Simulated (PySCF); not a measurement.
furan (C4H4O), SMILES c1ccoc1.

Coordinates come from a r2SCAN-D4/def2-SVP optimisation.

All values below come from ωB97X/def2-TZVP in PySCF.

Symmetry labels are those of the subgroup C2v that the program uses (full group C2v).

Computed valence orbital energies around the gap with their symmetry:
```tsv
orbital	symmetry	energy (eV)
HOMO−7	A1	-17.96
HOMO−6	B1	-15.57
HOMO−5	B2	-15.04
HOMO−4	B2	-14.01
HOMO−3	A1	-13.75
HOMO−2	A1	-13.06
HOMO−1	B1	-10.44
HOMO	A2	-8.91
LUMO	B1	2.39
LUMO+1	A2	3.95
LUMO+2	A1	4.18
LUMO+3	A1	4.77
```
